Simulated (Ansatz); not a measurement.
Basis-set extrapolation for BH₅S₂Si (PBE0-D4/def2-TZVP geometry, frozen core, the Gaussian-basis code of Ansatz). Multiplicity 1, RHF reference.

```csv
,def2-TZVPP,def2-QZVPP
HF,-1111.617609,-1111.650097
MP2 correlation,-0.598680,-0.646667
CCSD(T) correlation,-0.688035,not run
```

Energies in hartree. Use E(X) = E(∞) + A·exp(−7.88·√X) for Hartree–Fock and E(X) = E(∞) + B·X^(−2.97) for correlation, with X = 3 and 4, and add CCSD(T) minus MP2 of the smaller set to the MP2 limit.

Problem. What is the CCSD(T) energy at the basis-set limit?

Solution. HF limit: -1111.650097 + (-0.032488) × 0.13774 = -1111.65457. MP2 limit: -0.646667 + (-0.047987) × 0.74074 = -0.68221. Higher-order term: -0.688035 − (-0.598680) = -0.08935. Total: -1112.42613 hartree, 75.6 kcal/mol below CCSD(T)/def2-TZVPP.
